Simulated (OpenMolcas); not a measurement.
## In III: CASPT2 settings compared

* Program: OpenMolcas 26.06
* Basis: ANO-RCC-VDZP [6s5p3d1f]
* Scalar Hamiltonian: DKH4, point nucleus
* Active space: 1 electron in 4 orbitals (5s 5p)
* State averaging: 2S+1 = 2 even, 1 root; 2S+1 = 2 odd, 3 roots
* Spin-orbit coupling: RASSI with atomic mean-field integrals over the reference wave functions, term energies averaged over their components

Methods on the same reference wave functions:
A. CASSCF
B. SS-CASPT2, IPEA 0.35 Eh, imaginary shift 0.1 Eh (closed shells correlated: 4d)
C. SS-CASPT2, IPEA 0 Eh, sigma2 regulariser 0.25 Eh (closed shells correlated: 4s 4p 4d)

Energies in cm⁻¹ above 5s ²S_1/2, the measured ground level; measured values from Moore, Atomic Energy Levels, vol. III, NSRDS-NBS 35 (1971 reprint of NBS Circular 467, 1958).

```tsv
Level	A	B	C	Measured
5s ²S_1/2	0.0	0.0	0.0	0.0
5p ²P°_1/2	55387	58286	59025	57181
5p ²P°_3/2	59422	62321	63061	61523
```

Deviations, from unrounded energies. A percentage is the sum of absolute deviations over the sum of measured energies, with the sign that they share, or ± where signs differ.

```
           Against measurement  Levels     A     B     C
mean absolute deviation (cm-1)       2  1900   950  1700
      other configurations (%)       2  -3.3  +1.6  +2.8
```

B lies closest to measurement on these levels and A furthest from it. The largest miss of B in the table is 5p ²P°_1/2, by +1100 cm-1. The ranking rests on the paired levels alone, and a cruder setting can come out closer through cancelling errors.

Between B and C the level of the table that moves most is 5p ²P°_1/2, by 740 cm-1 (lowest in B, highest in C).

The lowest spin-free term lies below A's lowest term by 0.315 hartree in B, 0.418 hartree in C.

With one active electron the reference holds no correlation, so core polarisation is missing (holds for A). With one active electron, CASPT2 adds the correlation within the correlated inactive shells and between them and that electron, and leaves the splitting within a term as the reference gives it (holds for B; C). Measured partners are found by configuration, term and J. A level has none where our copy of the source lacks it or the pairing is in doubt (some pairs that miss far off the trend of their configuration count as doubtful), and it then counts in no deviation. Only configurations of the active space appear.

° marks odd parity.
